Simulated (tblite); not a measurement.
C₄H₈Ge₂O₂.
Atom-mapped SMILES: `[O:1]=[CH:2][O:3][C@H:4]1[CH:5]=[C:6]1[GeH2:7][GeH3:8]` (hydrogens: H9 on C2; H10 on C4; H11 on C5; H12, H13 on Ge7; H14, H15, H16 on Ge8)

Computed with GFN2-xTB (tblite), gas phase: L-BFGS steps from a force-field or distance-geometry start until the largest atomic force falls under 0.01 eV/Å.

Step 67: E = -667.8604 eV
```
atom  x, y, z in Å  |  force x, y, z in eV/Å
O1      0.7911    1.1788    0.6826   -0.027  -0.023   0.018
C2      1.9263    0.9926    0.3341    0.031   0.012  -0.014
O3      2.3535    0.1857   -0.5986   -0.026   0.050   0.022
C4      1.3765   -0.5813   -1.3389    0.012   0.022   0.009
C5      1.1787   -1.9977   -0.9842    0.019   0.003  -0.034
C6      0.2054   -1.1917   -0.6357   -0.002   0.005   0.018
Ge7    -1.4232   -0.8371    0.3464   -0.061  -0.019   0.017
Ge8    -1.9676    1.4136    0.8368    0.041   0.026  -0.009
H9      2.7830    1.5224    0.7897    0.018  -0.036   0.005
H10     1.3483   -0.1983   -2.3533   -0.056  -0.035  -0.007
H11     1.6198   -2.9629   -1.0226    0.040  -0.001   0.013
H12    -2.4623   -1.5607   -0.4887    0.011  -0.023   0.014
H13    -1.2644   -1.7312    1.5584    0.004   0.006  -0.044
H14    -1.5615    2.3826   -0.2266   -0.010  -0.021   0.024
H15    -1.4384    1.8810    2.1497   -0.005  -0.003  -0.020
H16    -3.4727    1.5131    0.9395    0.010   0.038  -0.014
```

Step 68: E = -667.8612 eV
```
atom  x, y, z in Å  |  force x, y, z in eV/Å
O1      0.7913    1.1667    0.6899   -0.032  -0.027   0.016
C2      1.9252    0.9889    0.3328    0.032   0.019  -0.005
O3      2.3523    0.1919   -0.6081   -0.025   0.034   0.022
C4      1.3775   -0.5809   -1.3439   -0.008   0.020   0.003
C5      1.1810   -1.9963   -0.9843    0.022  -0.014  -0.008
C6      0.2071   -1.1900   -0.6378   -0.018   0.006   0.022
Ge7    -1.4220   -0.8345    0.3459   -0.047  -0.025   0.013
Ge8    -1.9701    1.4152    0.8387    0.040   0.022  -0.012
H9      2.7815    1.5192    0.7874    0.030  -0.023   0.010
H10     1.3472   -0.2036   -2.3598   -0.051  -0.025  -0.019
H11     1.6230   -2.9617   -1.0132    0.038   0.013   0.004
H12    -2.4615   -1.5607   -0.4870    0.012  -0.021   0.014
H13    -1.2616   -1.7275    1.5589    0.006   0.008  -0.047
H14    -1.5542    2.3870   -0.2185   -0.016  -0.020   0.023
H15    -1.4479    1.8804    2.1555   -0.006  -0.007  -0.021
H16    -3.4765    1.5148    0.9321    0.022   0.041  -0.015
```

Task: Estimate the geometry and energy of step 69. (The exact step hangs on the optimiser's Hessian estimate; all steps are aligned on step 68, rigid shifts and turns removed.)

Result: E = -667.8625 eV, largest force 0.070 eV/Å
```
atom  x, y, z in Å  |  force x, y, z in eV/Å
O1      0.7896    1.1353    0.7076    0.046  -0.032  -0.001
C2      1.9217    0.9804    0.3311   -0.010   0.037   0.020
O3      2.3489    0.2071   -0.6284   -0.048  -0.005   0.016
C4      1.3786   -0.5796   -1.3540   -0.047   0.014  -0.031
C5      1.1861   -1.9926   -0.9838   -0.004   0.000   0.059
C6      0.2101   -1.1865   -0.6413   -0.031   0.004   0.013
Ge7    -1.4216   -0.8297    0.3452    0.007  -0.026  -0.010
Ge8    -1.9745    1.4191    0.8426    0.021  -0.007  -0.028
H9      2.7776    1.5141    0.7811    0.025   0.002   0.028
H10     1.3444   -0.2162   -2.3749   -0.039  -0.005  -0.015
H11     1.6312   -2.9566   -0.9935    0.049   0.006  -0.013
H12    -2.4594   -1.5619   -0.4839    0.005  -0.021   0.009
H13    -1.2548   -1.7188    1.5591    0.006   0.001  -0.038
H14    -1.5357    2.3955   -0.1996   -0.026  -0.009   0.002
H15    -1.4668    1.8794    2.1652   -0.001  -0.010   0.004
H16    -3.4832    1.5199    0.9159    0.047   0.050  -0.016
```

The energy changes by -0.0013 eV. The first-order estimate −F·Δx gives -0.0022 eV and the mean of the old and new forces, exact on a quadratic surface, -0.0013 eV. The step makes an angle of 79° with the force vector and moves no atom by more than 0.036 Å.

What follows is the cost of the whole relaxation. The run took 1.6 s wall on one thread of an Intel Xeon Platinum 8488C, on a shared host.
